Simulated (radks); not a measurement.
Initial-state core-level shifts of the phosphorus ion P2+ when its valence configuration changes from [Ne] 3s2 3p1. Method: Dirac Kohn-Sham, PBE, spin-unpolarised, spherical densities, finite nucleus; open shells fill j = l - 1/2 first; Fermi nuclear charge, rms radius 3.1889 fm; computed with a radial shooting solver on a logarithmic mesh with Libxc functionals. Shifts are changes of the shell-averaged eigenvalues in eV (positive: less bound); the change of the density at the nucleus, which sets a Mossbauer isomer shift, is in e/bohr^3, on a base of 2392.

| valence | 1s | 2s | 2p | density at nucleus |
|---|---|---|---|---|
| 3s1.5 3p1.5 | -0.687 | -0.682 | -0.673 | -4.1792 |
| 3s1 3p2 | -1.361 | -1.352 | -1.335 | -8.4173 |
| 3p3 | -2.710 | -2.690 | -2.655 | -17.0631 |
